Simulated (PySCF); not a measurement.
An element was calculated at PBE (PySCF 2.14, ECP, a triple-zeta basis, no spin-orbit coupling), in the ground configurations that NIST lists.

```
first ionisation energy    : 10.442 eV
second ionisation energy   : 19.127 eV
third ionisation energy    : 35.248 eV
polarisability of the atom : 35.1 bohr³
```

Question: Which element is it?

Answer: Mercury (Hg, Z = 80), in aug-cc-pwCVTZ-PP with ECP60MDF. NIST lists 10.438, 18.757, 34.49 ± 0.05 eV for these ionisation energies.
